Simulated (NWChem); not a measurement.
A series in which one site is exchanged, each optimised at PBE0/def2-SVP with NWChem, gas phase unless a solvent is named. All stand in one matching conformer (torsions within 35°), which need not be the lowest. This build's default masses of Se (78.918 u) and Br (79.917 u) are each other's, which moves their modes by up to 0.6 %. For some, no frequency run checked for a minimum. def2 effective core potentials on I; no spin-orbit coupling.

A: [O]([AlH][Cl])C (CH₄AlClO; site = Cl)
B: [O]([AlH][I])C (CH4AlIO; site = I)
C: [F][AlH][O]C (CH4AlFO; site = F)
D: C[O][AlH][Br] (CH₄AlBrO; site = Br)

Values for A:

```
Quantity                                            Result
--------------------------------------------------  ------
dipole (D), PBE0/def2-SVP                             1.17
orbital gap (eV), PBE0/def2-SVP                       7.71
static polarisability, PBE/def2-SVPD (bohr³)          59.5
lowest singlet excitation, PBE/def2-SVPD, TDA (eV)    5.46
```

Task: How do these values change for the other members?

Result: 
```csv
change from A,B,C,D
"dipole (D), PBE0/def2-SVP",+0.04,+0.10,+0.01
"orbital gap (eV), PBE0/def2-SVP",-0.96,+0.35,-0.20
"static polarisability, PBE/def2-SVPD (bohr³)",+23.7,-14.7,+8.6
"lowest singlet excitation, PBE/def2-SVPD, TDA (eV)",-0.64,+0.31,-0.14
```
